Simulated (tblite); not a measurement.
Q: Write a Z-matrix for `FC(F)C1=C[C@@H]2C[C@@H]2C1` as optimised with GFN2-xTB.

A: 
Z-matrix in Å and degrees, rows numbered from 1:
```
F 
C   1  1.3647
F   2  1.3543  1  106.03
C   2  1.4928  1  111.04  3  -121.88
C   4  1.3307  2  127.10  1   117.06
C   5  1.4757  4  111.02  2  -177.14
C   6  1.5083  5  114.21  4    62.34
C   7  1.4945  6   60.50  5   -94.29
C   4  1.5076  2  120.13  1   -62.55
H   2  1.1043  1  106.68  3   114.57
H   5  1.0755  4  125.81  2     2.30
H   6  1.0790  5  119.55  4  -146.17
H   7  1.0793  6  117.86  8   108.72
H   7  1.0793  6  117.51  8  -108.22
H   8  1.0790  6  121.97  7   107.96
H   9  1.0934  4  110.90  2   -63.99
H   9  1.0922  4  111.14  2    55.89
```

Of the pairs four or more bonds apart, F3···H11 is among the closest relative to their van der Waals radii: 2.62 Å, 98 % of the sum of Bondi's values. The 3-membered ring C6–C7–C8 has internal angles of 59.3° to 60.5°. The 8 C–C bonds span 1.331 Å (C4=C5, drawn double) to 1.518 Å (C8–C9, drawn single), a spread of 0.187 Å. The 5-membered ring C4–C5–C6–C8–C9 has internal angles of 103.0° to 112.8°; it is almost planar, 0.01 Å rms from its mean plane, widest ring torsion 3°.

Structure optimised with GFN2-xTB, isolated species.

Point group: C1 (no symmetry element, even within 0.4 Å). Its GFN2-xTB frequencies are all real (lowest 31 cm⁻¹). The numbers are those of one conformer (F1–C2–C4–C5 117°). 2 starts were optimised and ended at 0.00 and 0.11 kcal/mol (GFN2-xTB); the lowest of these is shown.

All values are computed, not measured.
